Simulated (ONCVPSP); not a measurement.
# BLYP ONCV dataset for Ge (Z = 32), scalar-relativistic all-electron reference.

germanium (Ge), optimised norm-conserving Vanderbilt (ONCV), made with ONCVPSP 4.0.1 (BLYP, scalar-relativistic). Core [Ar], reference 3d10 4s2 4p1 (charge +1). Waves: 4s: rc 1.85 bohr, ncon 4, nbas 8, qcut 3.1 1/bohr, 2 projectors, debl 2.9 Ha; 4p: rc 2.20 bohr, ncon 3, nbas 7, qcut 3.1 1/bohr, 1 projector; 3d: rc 1.10 bohr, ncon 5, nbas 9, qcut 16.6 1/bohr, local; f scattering state at 0.38 Ha: rc 2.00 bohr, ncon 4, nbas 8, qcut 5.9 1/bohr, 2 projectors, debl 2.1 Ha. Local part: the d channel. Core correction: Teter function fitted to the true core (icmod 2), fcfact 0.25.

(1) Estimate the cutoffs (Ha) at which the residual kinetic energy of the hardest occupied pseudo-wave falls to 1 and 0.1 mHa per electron.

(2) What does a ghost test show?

(3) Which valence shell sets the plane-wave cutoff?

(4) Tests: 3d10 4s2 4p2; 3d10 4s2 4p0; 3d10 4s1 4p0; 3d10 4s1 4p3. Which has the largest error in its energy relative to the reference configuration, and how large is it?

## Answers

(1) 105 Ha and 117 Ha.

(2) Ghosts flagged at negative energy: s at -296.3 eV, p at -185.9 eV; GHOST(+) flagged for f at 146.2 eV, s at 155.5 eV. A true bound ghost makes a file unfit for plane-wave use.

(3) 3d: 105 Ha for 1 mHa per electron, against 37 Ha for 4s.

(4) 3d10 4s1 4p0, with -37 meV (all-electron minus pseudo) on +50.40 eV.
